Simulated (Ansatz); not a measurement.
Ansatz (a first-principles code) input (RI-MP2/aug-cc-pV(Q+d)Z):
A basis named .json is the Basis Set Exchange file of that set.

Ansatz 0.2 input:
```yaml
crystal:
  periodic: [false, false, false]
  atoms:
    - {symbol: Si, position_ang: [-0.03346522, 0.12575157, -0.06537641]}
    - {symbol: O, position_ang: [-0.48072708, -0.99813735, -1.25834980]}
    - {symbol: O, position_ang: [1.60428795, -0.09973126, 0.31036219]}
    - {symbol: N, position_ang: [-0.28060602, 1.70684453, -0.42029568]}
    - {symbol: N, position_ang: [-0.72637640, -0.69136217, 1.37321379]}
    - {symbol: H, position_ang: [-0.54447116, -1.86539517, -0.84585296]}
    - {symbol: H, position_ang: [2.04026593, 0.69282565, -0.01966140]}
    - {symbol: H, position_ang: [-1.05061114, 1.93947623, -1.03576707]}
    - {symbol: H, position_ang: [-0.22169066, -0.42405007, 2.21076523]}
    - {symbol: H, position_ang: [-1.69458970, -0.42880644, 1.51925983]}
basis:
  gaussian:
    orbitals: aug-cc-pV_Q+d_Z.json
    fitting: {mean_field: def2-universal-jkfit, correlation: aug-cc-pVQZ-RIFIT.json}
total_charge: -1
magnetization: {spin_polarized: false}
correlation: {method: mp2, electrons: outside_noble_gas}
```

Output:

```
Functional definition: HF
integrals: 1.61 GiB planned
526 factors; integrals over basis functions are off by at most 2.6e0 eV
mean field: 3.34 GiB planned
mean field evaluation 1: about -14982.2192 eV, gradient 4.9e1 eV
mean field evaluation 2: about -14985.5287 eV, gradient 2.9e1 eV
mean field evaluation 4: about -14987.1352 eV, gradient 1.7e0 eV
mean field evaluation 8: about -14987.1425 eV, gradient 1.9e-6 eV
mean field -14987.14251146 eV, -550.7673286460 hartree, gradient 1.9e-6 eV, S^2 0.000000; 0 other end points of the search recorded, 0 dependent functions left out
9 core orbitals not correlated
1266 factors; their error is unknown
reference -14987.14251146 eV, -550.7673286460 hartree; 16, 16 occupied and 614, 614 virtual orbitals, 1266 factors
second order -31.21067909 eV of doubles, -0.00000000 eV of singles
Total energy: -15018.35319054 eV, -551.9142999471 hartree
```

It need not be the lowest isomer of its formula. Whether it binds its extra electron was not tested at this geometry.
